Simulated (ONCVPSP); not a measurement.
u(r) = r·R(r): atom against pseudo-atom (Yb)

Columns: radius, all-electron u(r) and pseudo u(r) of the 5p shell (level -32.59 eV) of ytterbium in the configuration [Kr] 4d10 4f13 5s2 5p6 5d1 6s1 6p1; LDA (Perdew-Zunger), scalar-relativistic, ONCV scheme, ONCVPSP 4.0.1.

```json
{"r (bohr)": "0.115", "all-electron": "0.2104", "pseudo": "0.0216"}
{"r (bohr)": "0.230", "all-electron": "0.0913", "pseudo": "0.0840"}
{"r (bohr)": "0.345", "all-electron": "-0.4142", "pseudo": "0.1812"}
{"r (bohr)": "0.460", "all-electron": "-0.4475", "pseudo": "0.3036"}
{"r (bohr)": "0.575", "all-electron": "-0.1512", "pseudo": "0.4392"}
{"r (bohr)": "0.690", "all-electron": "0.2226", "pseudo": "0.5752"}
{"r (bohr)": "0.805", "all-electron": "0.5427", "pseudo": "0.6989"}
{"r (bohr)": "0.920", "all-electron": "0.7686", "pseudo": "0.8003"}
{"r (bohr)": "1.035", "all-electron": "0.9021", "pseudo": "0.8720"}
{"r (bohr)": "1.150", "all-electron": "0.9606", "pseudo": "0.9110"}
{"r (bohr)": "1.265", "all-electron": "0.9641", "pseudo": "0.9177"}
{"r (bohr)": "1.380", "all-electron": "0.9305", "pseudo": "0.8959"}
{"r (bohr)": "1.495", "all-electron": "0.8736", "pseudo": "0.8517"}
{"r (bohr)": "1.610", "all-electron": "0.8039", "pseudo": "0.7917"}
{"r (bohr)": "1.725", "all-electron": "0.7285", "pseudo": "0.7226"}
{"r (bohr)": "1.840", "all-electron": "0.6524", "pseudo": "0.6500"}
{"r (bohr)": "1.955", "all-electron": "0.5789", "pseudo": "0.5781"}
{"r (bohr)": "2.070", "all-electron": "0.5098", "pseudo": "0.5096"}
{"r (bohr)": "2.185", "all-electron": "0.4462", "pseudo": "0.4462"}
{"r (bohr)": "2.300", "all-electron": "0.3886", "pseudo": "0.3886"}
{"r (bohr)": "2.415", "all-electron": "0.3371", "pseudo": "0.3370"}
{"r (bohr)": "2.530", "all-electron": "0.2913", "pseudo": "0.2913"}
{"r (bohr)": "2.645", "all-electron": "0.2511", "pseudo": "0.2511"}
{"r (bohr)": "2.760", "all-electron": "0.2158", "pseudo": "0.2158"}
{"r (bohr)": "2.875", "all-electron": "0.1852", "pseudo": "0.1851"}
{"r (bohr)": "2.990", "all-electron": "0.1585", "pseudo": "0.1585"}
```

Q: How many radial nodes do the two functions have?

A: The all-electron 5p function has n − l − 1 = 3 (the table is too coarse to show those close to the nucleus); the pseudo-wave has 0, since the states of the same l below it are removed with the core.

Q: At about which radius was the pseudo-wave matched?

A: 2.30 bohr. The columns agree to 0.0005 from 2.07 bohr on; several derivatives are matched, so the curves merge somewhat inside the radius.

Q: Where does each function peak?

A: Outermost all-electron maximum near 1.26 bohr, pseudo maximum near 1.26 bohr (to the table’s step).

Q: Is the pseudo-wave norm-conserving?

A: Yes: the ONCV scheme keeps the norm inside the radius equal to the all-electron one, which fixes the energy derivative of the logarithmic derivative at the level.
